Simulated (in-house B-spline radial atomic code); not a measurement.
**RPA and G0W0 on LDA exchange-only: Br²⁺**

Configuration [Ar] 3d10 4s2 4p3, highest spin, mean-field start LDA exchange-only. Computed with a B-spline radial code for spherical atoms: all electrons, scalar-relativistic (spin-free one-electron X2C), finite nucleus, each spin shell either full or empty, empty states to l = 9 with an (l + 1/2)⁻⁴ tail; G0W0 by contour deformation at full frequency.

Command:
```bash
python run_gw.py task.json out
```
Settings (radii: box in bohr, nucleus in fm):
```
Z                        35
electrons                33
configuration            [Ar] 3d10 4s2 4p3
hamiltonian              x2c
method                   lda,
lmax                     9
rms_radius               4.1629
spin_polarised           True
box_radius               17.55
intervals                70
```

Cost of the run: 3 s on 1 thread of Intel(R) Xeon(R) Platinum 8488C, with other jobs on the host.

Energies (hartree):

```tsv
term	value
mean-field total	-2598.29521
Hartree-Fock functional on these orbitals	-2603.32357
direct second order	-2.846
second-order exchange	0.83193
SOSEX correction	0.76201
```

Task: What is the RPA correlation energy, and what remains with SOSEX?

Result: RPA gives -2.4556 hartree (-2.02 eV per electron); RPA + SOSEX gives -1.6936, and the second-order doubles -2.0141 hartree (no singles). SOSEX takes back 31 % of the RPA value.

Quasi-particle levels (eV):

| level | occupied | mean field | Σx - vxc | Σc | QP weight | G0W0 |
| --- | --- | --- | --- | --- | --- | --- |
| 4p up | yes | -28.433 | -6.83 | ? | ? | ? |
| 4s down | yes | -38.22 | -5.44 | -1.92 | 0.913 | -45.58 |
| 4p down | no | -24.627 | 5.39 | -2.70 | 0.932 | -21.944 |

G0W0 = mean field + (Σx - vxc) + Σc, with Σc (partial-wave tail included) taken at the quasi-particle energy. Only the outer levels were computed. Levels of low weight are left out.

Task: Where does G0W0 put 4p up?

Result: At -35.35 eV, with Σc = -0.09 eV and a quasi-particle weight of 0.919. The tabulated removal energy is 34.871 ± 0.019 eV (NIST, measured); the calculation leaves out spin-orbit coupling, Breit and QED terms, and what these don't explain is the method's own error.
